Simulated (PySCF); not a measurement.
Compound: C9H10F3 (charge +1).
SMILES with atom numbers: `[CH2:1]=[CH:2][C:3]1=[CH:4][CH2:5][C@@H:6]([CH2:7][C:8]([F:9])([F:10])[F:11])[CH+:12]1` (hydrogens: H13, H14 on C1; H15 on C2; H16 on C4; H17, H18 on C5; H19 on C6; H20, H21 on C7; H22 on C12)

A GFN2-xTB structure was refined with PBE0-D3(BJ)/def2-SVP geometry optimisation, gas phase in PySCF. Its GFN2-xTB values:

```tsv
coordinate	GFN2-xTB
C1=C2	1.330 Å
C1–H13	1.077 Å
C1–H14	1.076 Å
C2–C3	1.451 Å
C2–H15	1.081 Å
C3–C12	1.393 Å
C4–C5	1.451 Å
C4–H16	1.079 Å
C5–C6	1.534 Å
C5–H17	1.098 Å
C5–H18	1.099 Å
C6–H19	1.105 Å
C7–C8	1.528 Å
C7–H20	1.092 Å
C7–H21	1.092 Å
C12–H22	1.077 Å
C2–C3–C4	124.4°
C2–C3–C12	128.4°
C3–C4–C5	112.2°
C3–C12–C6	112.1°
C4–C3–C12	107.2°
C5–C6–C7	117.4°
C6–C7–C8	111.0°
F9–C8–F10	107.9°
C1–C2–C3–C4	-179°
C4–C5–C6–C7	-133°
C5–C6–C7–C8	-64°
C6–C7–C8–F9	67°
```

How do these coordinates change at the PBE0-D3(BJ)/def2-SVP level?

```tsv
coordinate	PBE0-D3(BJ)/def2-SVP (Å or °)	change
C12–H22	1.096	+0.019
C1–H13	1.094	+0.017
C4–H16	1.096	+0.017
C1–H14	1.092	+0.016
C2–H15	1.094	+0.013
C7–C8	1.516	-0.012
C5–H18	1.109	+0.010
C2–C3	1.461	+0.010
C6–H19	1.115	+0.010
C5–H17	1.107	+0.009
C7–H20	1.100	+0.008
C4–C5	1.459	+0.008
C7–H21	1.100	+0.008
C1=C2	1.337	+0.007
C3–C12	1.399	+0.006
C5–C6	1.528	-0.006
C4–C3–C12	105.6	-1.6
C3–C12–C6	113.4	+1.3
C2–C3–C4	125.5	+1.1
C3–C4–C5	113.1	+0.9
C6–C7–C8	111.8	+0.8
C5–C6–C7	118.0	+0.6
C2–C3–C12	128.9	+0.5
F9–C8–F10	108.3	+0.4
C6–C7–C8–F9	64	-3
C1–C2–C3–C4	179	-2
C5–C6–C7–C8	-66	-2
C4–C5–C6–C7	-132	+1
```

The energy falls by 1.4 kcal/mol over 8 energy and gradient evaluations, the largest force component goes from 0.0142 to 3.4e-04 Eh/bohr, and the atoms move by 0.051 Å rms after alignment. The bond that changes most is C12–H22 (ends: carbon bonded to 2 C and H; hydrogen on carbon), which lengthens by 0.019 Å. Bonds longer at the end by more than 0.005 Å: 14 of 22; shorter: 3. Rotational constants go from 2553, 415.5, 386.4 to 2518, 413.8, 384.3 MHz.

The run used 218 basis functions and 56 SCF cycles in all. Cost: about 8 min of CPU time on one thread; the machine was shared, so the figure is rough.

Not checked by PBE0-D3(BJ)/def2-SVP frequencies.

Conformer computed: `[CH2:1]=[CH:2][C:3]1=[CH:4][CH2:5][C@@H:6]([CH2:7][C:8]([F:9])([F:10])[F:11])[CH+:12]1`: C1–C2–C3–C4 179°, C5–C6–C7–C8 -66°, C6–C7–C8–F9 64°.

One conformer stands for the species.
